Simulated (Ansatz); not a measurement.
A structure relaxed at B3LYP-D4/def2-SVP in Ansatz, charge 0, singlet:

| atom | x (Å) | y (Å) | z (Å) |
| --- | --- | --- | --- |
| Os1 | 0.000 | 0.000 | 0.000 |
| Cu2 | -0.785 | 2.095 | 1.005 |
| Cu3 | 1.503 | -1.868 | 0.516 |
| Cu4 | 0.004 | 2.102 | -1.263 |
| Cu5 | -0.723 | -2.330 | -0.258 |

Task: Give its formula and point group.

Result: the cluster Cu₄Os. Point group D2d (tolerance 0.1 Å).

Task: Summarise the bond lengths by kind (pairs closer than 1.2 times the sum of covalent radii, bridged metal pairs left out).

Result: 4 × Cu–Os 2.45 Å; 2 × Cu–Cu 2.40 Å.

In the def2 sets Os takes a core potential; there is no spin–orbit coupling. The restricted singlet is unstable towards broken spin symmetry at other levels; at B3LYP-D4/def2-SVP this wasn't settled. Another isomer (quintet) lies 1.62 eV lower at PBE0-D4/def2-TZVP; other spin states weren't run for this one.
